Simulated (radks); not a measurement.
Values are calculated unless marked as measured or tabulated.
These are the eigenvalues of the occupied orbitals of an atom or ion with whole-number occupations (hartree). Code: a radial shooting solver on a logarithmic mesh with Libxc functionals. Model: scalar-relativistic Kohn-Sham, PBEsol, spin-polarised, spherical densities, finite nucleus; Fermi nuclear charge, rms radius of each element as measured or else 0.836 A^(1/3) + 0.57 fm.

orbital  eigenvalue
1s down   -2966.947
1s up     -2966.947
2s up     -524.1968
2s down   -524.1941
2p up     -453.4985
2p down   -453.4963
3s up     -124.3285
3s down   -124.3273
3p up     -103.8115
3p down   -103.8102
3d up     -81.83929
3d down   -81.83727
4s up     -27.59638
4s down   -27.59370
4p up     -20.86491
4p down   -20.86235
4d up     -12.77093
4d down   -12.76794
5s up      -4.78569
5s down    -4.76781
4f up      -3.78380
4f down    -3.77958
5p up      -2.99904
5p down    -2.97725
5d up      -1.01719
5d down    -0.99311

Which element is it, and in what charge state? The configuration may be excited. Open shells, if any, are filled with parallel spins first.

Answer. Z = 79, gold, charge +2: Au2+ in [Xe] 4f14 5d9. The list shows which subshells hold electrons but not how many an open one holds; the 1s level, -2966.9 hartree, gives Z - s = 77.0 by -(Z - s)^2/2, which with screening and relativity narrows Z to a few neighbours, and the depths of the outer levels then fix element, charge and occupations together.
